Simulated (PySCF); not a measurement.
SMILES [OH3+] (charge +1) (PBE/def2-SVP optimised geometry):

```
4

O     -0.313    -0.190     0.000
H      0.680    -0.190     0.000
H     -0.680    -0.732     0.746
H     -0.680     0.732     0.000
```

Level of theory: PBE/def2-TZVP run with PySCF 2.14.0.

Problem. What are the frontier orbital energies?

Solution. HOMO-2 -23.84 eV, HOMO-1 -23.84 eV, HOMO -18.61 eV, LUMO -8.24 eV, LUMO+1 -5.70 eV.

Meta-Löwdin charges at PBE/def2-TZVP: O1 -0.35, H2 0.45, H3 0.45, H4 0.45.
